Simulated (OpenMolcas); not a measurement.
# Levels of In2+ by method

```
Program             : OpenMolcas
Basis               : ANO-R3 [8s7p5d3f2g1h]
Scalar Hamiltonian  : X2C, finite nucleus
Active space        : 1 electron in 8 orbitals (5s 5p 6s 6p)
State averaging     : 2S+1 = 2 even, 1 root; 2S+1 = 2 odd, 3 roots
Spin-orbit coupling : state interaction with AMFI integrals over the reference wave functions, term energies averaged over their components
```

Methods on the same reference wave functions:
A. CASSCF
B. SS-CASPT2, IPEA 0.25 Eh, imaginary shift 0.1 Eh (closed shells correlated: 4d)

Energies in cm⁻¹ above 5s ²S_1/2, the measured ground level; measured values from Moore, Atomic Energy Levels, vol. III, NSRDS-NBS 35 (1971 reprint of NBS Circular 467, 1958).

| Level | A | B | Measured |
| --- | --- | --- | --- |
| 5s ²S_1/2 | 0.0 | 0.0 | 0.0 |
| 5p ²P°_1/2 | 54305 | 58000 | 57181 |
| 5p ²P°_3/2 | 57895 | 61589 | 61523 |

Deviations, from unrounded energies. A percentage is the sum of absolute deviations over the sum of measured energies, with the sign that they share, or ± where signs differ.

| Against measurement | Levels | A | B |
| --- | --- | --- | --- |
| mean absolute deviation (cm-1) | 2 | 3300 | 440 |
| other configurations (%) | 2 | -5.5 | +0.7 |

B lies closest to measurement on these levels. The largest miss of B in the table is 5p ²P°_1/2, by +820 cm-1. The ranking rests on the paired levels alone, and a cruder setting can come out closer through cancelling errors.

The lowest spin-free term lies below A's lowest term by 0.432 hartree in B.

With one active electron outside closed inactive shells, the extra shells (6p 6s) add no correlation to the reference. With one active electron the reference holds no correlation, so core polarisation is missing (holds for A). With one active electron, CASPT2 adds the correlation within the correlated inactive shells and between them and that electron, and leaves the splitting within a term as the reference gives it (holds for B). Computed and measured levels are paired by configuration, term and J; levels that our copy of the source lacks, or whose pairing is in doubt (as where it misses far off the trend of its configuration), stay unpaired and out of the deviations. Levels of configurations outside the active space are missing.

° marks odd parity.
